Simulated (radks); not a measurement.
Species: the aluminium ion Al3+. Configuration: [Ne] (the NIST ground configuration). Method: non-relativistic Kohn-Sham, r2SCAN, spin-polarised, spherical densities, point nucleus; meta-GGA in the generalised Kohn-Sham scheme; computed with a radial shooting solver on a logarithmic mesh with Libxc functionals.

Radial electron density D(r) = 4 pi r^2 rho(r):

```
   r/bohr * D(r) (the largest magnitude, 14.5, reaches the edge; | marks zero)
 0.008642 |   *
 0.009513 |    *
  0.01056 |     *
  0.01171 |      *
  0.01289 |       *
  0.01431 |        *
  0.01575 |          *
  0.01747 |            *
  0.01939 |              *
  0.02134 |                *
  0.02368 |                   *
  0.02607 |                      *
  0.02892 |                         *
  0.03209 |                             *
  0.03533 |                                *
   0.0392 |                                    *
  0.04315 |                                        *
  0.04788 |                                           *
  0.05312 |                                               *
  0.05848 |                                                 *
  0.06489 |                                                    *
  0.07142 |                                                     *
  0.07925 |                                                      *
  0.08794 |                                                      *
   0.0968 |                                                    *
   0.1074 |                                                  *
   0.1192 |                                               *
   0.1312 |                                            *
   0.1456 |                                        *
   0.1602 |                                     *
   0.1778 |                                  *
   0.1973 |                                *
   0.2172 |                               *
    0.241 |                                *
   0.2652 |                                  *
   0.2943 |                                     *
   0.3266 |                                        *
   0.3595 |                                           *
   0.3989 |                                              *
   0.4391 |                                               *
   0.4872 |                                              *
   0.5406 |                                            *
    0.595 |                                        *
   0.6603 |                                   *
   0.7268 |                             *
   0.8064 |                       *
   0.8948 |                 *
    0.985 |            *
    1.093 |        *
    1.203 |     *
    1.335 |  *
    1.481 | *
     1.63 |*
    1.809 *
    1.991 *
     2.21 *
```

D(r) has 2 maxima, at r = 0.0812, 0.450 bohr, and minima at 0.215 bohr, inside which lie 2.20 electrons.
